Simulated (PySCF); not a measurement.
C2H7BrSi.
Structure used (PBE0-D3(BJ)/def2-SVP), in Å, numbered top down from 1:
```xyz
11
C2H7BrSi angstrom
Si    -1.9954   -0.0865    0.0763
C     -0.1270    0.2263    0.0620
C      0.6809   -1.0427    0.1862
Br     2.6067   -0.7086    0.1699
H     -2.3779   -0.9836   -1.0573
H     -2.4003   -0.7438    1.3571
H     -2.7224    1.2108   -0.0597
H      0.1267    0.7532   -0.8726
H      0.1135    0.9174    0.8867
H      0.5008   -1.7364   -0.6458
H      0.4875   -1.5717    1.1289
```

Method: PBE0-D3(BJ)/def2-SVP geometry optimisation, gas phase (PySCF 2.14.0).

Masses are those of the commonest isotopes; rigid-rotor values at the optimised geometry. The values belong to one conformer with, in the numbering `[SiH3:1][CH2:2][CH2:3][Br:4]`, Si1–C2–C3–Br4 180°.

Task: Give the principal moments of inertia and the rotational constants in MHz.

Result: Ia = 22.78, Ib = 526.76, Ic = 537.25 u·Å²; 505379 MHz·u·Å²/I gives A = 22188, B = 959.4, C = 940.7 MHz.

Task: Classify the top.

Result: A near-prolate asymmetric top. Ray's parameter κ = (2B − A − C)/(A − C) = -0.998; −1 is the prolate and +1 the oblate limit.

Task: Is it planar, by Δ = Ic − Ia − Ib?

Result: Not planar: Δ = Ic − Ia − Ib = -12.28 u·Å². For a rigid frame Δ = −2 Σ m c², so Σ m c² = 6.14 u·Å² lies off the ab plane, practically all of it from hydrogen. The atom farthest from that plane is 1.22 Å away.

Task: Give the other two planar moments, Paa and Pbb, and the rms extents of the mass along the axes.

Result: Paa = Σ m a² = (Ib + Ic − Ia)/2 = 520.62 and Pbb = Σ m b² = (Ia + Ic − Ib)/2 = 16.64 u·Å². With the mass M = 137.95 u, the rms extents √(P/M) along a, b and c are 1.94, 0.35, 0.21 Å.

Task: Which types of transition are allowed, and where do some lines up to J = 5 fall?

Result: The dipole components are |μa| = 1.50 D, |μb| = 0.18 D, |μc| = 0.00 D; the mirror of this Cs structure is the ab plane, so μc vanishes by symmetry and there are no c-type lines. Intensities carry the squares of the components, which stand as 1.00 : 0.01 (a : b). Some lines, for components of 0.1 D or more:

| type | branch | J(Ka,Kc) | MHz | lower level (cm⁻¹) |
| --- | --- | --- | --- | --- |
| a | R | 2(0,2) ← 1(0,1) | 3800 | 0.063 |
| a | R | 2(1,1) ← 1(1,0) | 3819 | 0.772 |
| a | R | 3(1,3) ← 2(1,2) | 5672 | 0.898 |
| a | R | 3(2,1) ← 2(2,0) | 5700 | 3.024 |
| a | R | 4(3,1) ← 3(3,0) | 7600 | 6.756 |
| a | R | 4(2,2) ← 3(2,1) | 7600 | 3.214 |
| a | R | 5(1,5) ← 4(1,4) | 9454 | 1.339 |
| a | R | 5(2,3) ← 4(2,2) | 9501 | 3.467 |
| b | Q | 1(1,0) ← 1(0,1) | 21247 | 0.063 |
| b | R | 5(1,5) ← 4(0,4) | 30598 | 0.634 |
| b | Q | 2(2,1) ← 2(1,2) | 63741 | 0.898 |
| b | Q | 5(2,4) ← 5(1,5) | 63854 | 1.654 |
| b | R | 2(2,1) ← 1(1,0) | 67504 | 0.772 |
| b | R | 2(2,0) ← 1(1,1) | 67523 | 0.771 |
| b | R | 3(2,2) ← 2(1,1) | 69385 | 0.899 |
| b | R | 3(2,1) ← 2(1,2) | 69441 | 0.898 |
| b | R | 4(2,3) ← 3(1,2) | 71257 | 1.091 |
| b | R | 4(2,2) ← 3(1,3) | 71370 | 1.087 |
| b | Q | 3(3,0) ← 3(2,1) | 106188 | 3.214 |
| b | Q | 4(3,2) ← 4(2,3) | 106188 | 3.467 |
| b | R | 3(3,1) ← 2(2,0) | 111889 | 3.024 |
| b | R | 4(3,1) ← 3(2,2) | 113789 | 3.214 |
| b | Q | 5(4,2) ← 5(3,3) | 148664 | 7.326 |
| b | Q | 4(4,0) ← 4(3,1) | 148664 | 7.010 |
| b | R | 4(4,1) ← 3(3,0) | 156264 | 6.756 |
| b | R | 5(4,2) ← 4(3,1) | 158164 | 7.010 |
| b | R | 5(4,1) ← 4(3,2) | 158164 | 7.010 |
| b | R | 5(5,1) ← 4(4,0) | 200639 | 11.968 |

Task: Estimate the classical rotational partition function at 100 K, 298.15 K and 500 K.

Result: Point group Cs, symmetry number σ = 1; q = (√π/σ)·√((kT/h)³/(ABC)), k/h = 20836.6 MHz/K: 37700 at 100 K, 194000 at 298.15 K, 421000 at 500 K.

Whether it is a minimum is left open (no frequencies). Constants of a rigid frame at the computed geometry: no zero-point averaging, no centrifugal distortion. A rigid rotor knows nothing of internal rotation, which can split or shift real lines. Quadrupole hyperfine structure (79Br) is left out.
